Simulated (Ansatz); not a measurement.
Calculated with Ansatz (gas phase, PBE0-D4/def2-TZVP geometries, no zero-point term in ΔE). CCSD(T)/CBS adds triple-zeta CCSD(T) − MP2 to the extrapolated MP2 energy (def2 sets, frozen cores). Double bonds are as drawn, so ΔE can hold a change between cis and trans. Functionals use def2-TZVPP. B3LYP here is the variant with VWN-RPA as its local correlation; programs differ in this. Each species was taken in one conformer, which may not be the lowest.

`CC(C)BO` + `C/N=C(\C)N` → `C/N=C(\C)BO` + `CC(C)N`  (formal exchange of groups at a B–C bond)

```csv
level,ΔE (eV)
B3LYP,0.46
SCS-MP2/def2-TZVPP,0.39
```

(1) What does CCSD(T)/CBS give? (Best estimate.)

Largest T1 diagnostic among the species: 0.012.

Results:

(1) Computed: +0.38 eV. The listed levels differ from it by 0.08, 0.01 eV.
